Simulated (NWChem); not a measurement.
# CdSiH$_{4}$O; SMILES [SiH3][O][CdH]

```xyz
7

Cd    -0.0409    -1.0042     0.0100
H     -0.4701    -2.5869     0.0195
O      0.5905     0.8741    -0.0024
Si    -0.1079     2.3805    -0.0055
H     -1.0052     2.6015    -1.2048
H      0.9723     3.4310    -0.0378
H     -0.9583     2.6276     1.2225
```
Atoms are numbered in this order, from 1.

Level: PBE-D3(BJ)/def2-SVP with def2 effective core potentials on Cd (NWChem), optimised geometry, unscaled harmonic frequencies. def2 effective core potentials on Cd; no spin-orbit coupling.

### Question
List the harmonic frequencies with IR intensities, and the thermochemistry.

### Answer
```csv
frequency (cm⁻¹),IR intensity (km/mol)
48,0.8
87,0.7
426,18.1
457,42.4
464,39.7
700,49.5
709,45.1
912,70.6
918,67.9
958,305.8
978,435.6
1888,87.9
2108,191.9
2114,134.3
2150,162.8
```

The zero-point energy is 21.3 kcal/mol and the thermal correction to the enthalpy at 298.15 K (with zero-point energy) is 25.4 kcal/mol. The heat capacity Cv comes out as 17.4 cal/(mol K) and the entropy at 298.15 K and 1 atm (symmetry number 1) is 78.8 cal/(mol K).

Rigid rotor and harmonic oscillator; modes under 100 cm⁻¹ make the entropy uncertain.
